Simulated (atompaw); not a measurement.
An all-electron radial function and its pseudo partner (Cr)

Columns: radius, all-electron u(r) and pseudo u(r) of the 3p shell (level -48.75 eV) of chromium in the configuration [Ne] 3s2 3p6 3d5 4s0.5 4p0; PBE, scalar-relativistic, PAW (atompaw) scheme, atompaw 4.2.0.5.

```
r (bohr)  all-electron  pseudo
   0.056       -0.2485  0.0191
   0.112       -0.5052  0.0749
   0.167       -0.5607  0.1610
   0.223       -0.4459  0.2736
   0.279       -0.2298  0.4028
   0.335        0.0259  0.5390
   0.390        0.2754  0.6706
   0.446        0.5041  0.7941
   0.502        0.6958  0.9007
   0.558        0.8468  0.9860
   0.613        0.9564  1.0473
   0.669        1.0318  1.0871
   0.725        1.0757  1.1061
   0.781        1.0934  1.1075
   0.837        1.0902  1.0949
   0.892        1.0709  1.0717
   0.948        1.0391  1.0391
   1.004        0.9985  0.9985
   1.060        0.9518  0.9518
   1.115        0.9023  0.9023
   1.171        0.8497  0.8497
   1.227        0.7965  0.7965
   1.283        0.7437  0.7437
   1.338        0.6929  0.6929
   1.394        0.6429  0.6429
   1.450        0.5950  0.5950
```

(1) How many radial nodes do the two functions have?

(2) At about which radius was the pseudo-wave matched?

(3) Is the pseudo-wave norm-conserving?

Results:

(1) The all-electron 3p function has n − l − 1 = 1; the pseudo-wave has 0, since the states of the same l below it are removed with the core.

(2) 0.95 bohr, where the columns begin to agree (steps of 0.06 bohr).

(3) No, it belongs to a PAW set: the norm inside the radius is not constrained, and the difference is carried by the augmentation charge.
